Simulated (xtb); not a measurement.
C4H9S, doublet, at a GFN2-xTB geometry; xtb 6.7.1 with GFN2-xTB.

xtb was given this input:
```
$ xtb mol.xyz --gfn 2 --uhf 1 --hess --json

# file mol.xyz
14

C      0.58743936     0.37937218     1.48279252
C      0.24494271    -0.33022421     0.30011842
C     -0.80105123    -1.41535076     0.45284245
C      1.41092554    -0.75110211    -0.57326414
S     -0.64174228     1.10319047    -0.80711740
H     -0.12440477     0.49367211     2.27999453
H      1.47810212     0.97792090     1.52002766
H     -0.35156060    -2.27653823     0.94591929
H     -1.17349404    -1.72970817    -0.51913272
H     -1.63885989    -1.07321425     1.05655524
H      1.05683430    -1.10915794    -1.53692940
H      1.95956425    -1.55286840    -0.08168852
H      2.08692557     0.08392280    -0.73928868
H     -1.67876878     1.23875316     0.01348557
```

### Question
What does xtb print? Leave out banner, timings and long lists.

### Answer

```
   ID    Z sym.   atoms
    1    6 C      1-4
    2   16 S      5
    3    1 H      6-14

           -------------------------------------------------
          |                Calculation Setup                |
           -------------------------------------------------

           -------------------------------------------------
          |                 G F N 2 - x T B                 |
           -------------------------------------------------

          ...................................................
          :                      SETUP                      :
          :.................................................:
          :  # basis functions                  35          :
          :  # atomic orbitals                  34          :
          :  # shells                           20          :
          :  # electrons                        31          :
          :  max. iterations                   250          :
          :  Hamiltonian                  GFN2-xTB          :
          :  restarted?                      false          :
          :  GBSA solvation                  false          :
          :  PC potential                    false          :
          :  electronic temp.          300.0000000     K    :
          :  accuracy                    1.0000000          :
          :  -> integral cutoff          0.2500000E+02      :
          :  -> integral neglect         0.1000000E-07      :
          :  -> SCF convergence          0.1000000E-05 Eh   :
          :  -> wf. convergence          0.1000000E-03 e    :
          :  Broyden damping             0.4000000          :
          :  net charge                          0          :
          :  unpaired electrons                  1          :
          ...................................................

 iter      E             dE          RMSdq      gap      omega  full diag
   1    -16.4824695 -0.164825E+02  0.356E+00    3.36       0.0  T
   2    -16.5214415 -0.389720E-01  0.199E+00    3.34       1.0  T
   3    -16.5265652 -0.512367E-02  0.119E+00    3.23       1.0  T
   4    -16.5298111 -0.324593E-02  0.324E-01    3.31       1.0  T
   5    -16.5298013  0.984010E-05  0.233E-01    3.21       1.0  T
   6    -16.5299829 -0.181679E-03  0.596E-02    3.27       1.0  T
   7    -16.5300024 -0.194396E-04  0.233E-02    3.26       1.1  T
   8    -16.5300031 -0.691383E-06  0.298E-03    3.26       9.0  T
   9    -16.5300031 -0.595077E-08  0.120E-03    3.26      22.3  T
[...]
         :: total energy             -16.320588706784 Eh    ::
[...]
   ------------------------------------------------------------------------
       1    181.01    -0.69111 ( 99.42%)    -0.67525 (  0.58%)    -0.69102
       2    203.07    -0.62764 ( 99.63%)    -0.64120 (  0.37%)    -0.62769
       3    225.07    -0.57183 ( 99.76%)    -0.61074 (  0.24%)    -0.57192
       4    237.46    -0.54318 ( 99.80%)    -0.59487 (  0.20%)    -0.54328
       5    245.75    -0.52500 ( 99.83%)    -0.58471 (  0.17%)    -0.52510
       6    257.17    -0.50116 ( 99.86%)    -0.57126 (  0.14%)    -0.50126
   ------------------------------------------------------------------------

   temp. (K)  partition function   enthalpy   heat capacity  entropy
                                   cal/mol     cal/K/mol   cal/K/mol   J/K/mol
 298.15  VIB   27.7                 3123.570     21.863     17.076
         ROT  0.135E+06              888.752      2.981     26.464
         INT  0.375E+07             4012.322     24.844     43.540
         TR   0.815E+27             1481.254      4.968     39.359
         TOT                        5493.5759    29.8121    82.8987   346.8483

       T/K    H(0)-H(T)+PV         H(T)/Eh          T*S/Eh         G(T)/Eh
   ------------------------------------------------------------------------
    298.15    0.875457E-02    0.122287E+00    0.393879E-01    0.828995E-01
   ------------------------------------------------------------------------

         :::::::::::::::::::::::::::::::::::::::::::::::::::::
         ::                  THERMODYNAMIC                  ::
         :::::::::::::::::::::::::::::::::::::::::::::::::::::
         :: total free energy         -16.237689178036 Eh   ::
         ::.................................................::
         :: total energy              -16.320588706793 Eh   ::
         :: zero point energy           0.113532819829 Eh   ::
         :: G(RRHO) w/o ZPVE           -0.030633291071 Eh   ::
         :: G(RRHO) contrib.            0.082899528758 Eh   ::
         :::::::::::::::::::::::::::::::::::::::::::::::::::::

           -------------------------------------------------
          | TOTAL ENERGY              -16.320588706793 Eh   |
          | TOTAL ENTHALPY            -16.198301316562 Eh   |
          | TOTAL FREE ENERGY         -16.237689178036 Eh   |
          | GRADIENT NORM               0.000058973792 Eh/α |
          | HOMO-LUMO GAP               3.257674730160 eV   |
           -------------------------------------------------

normal termination of xtb
```
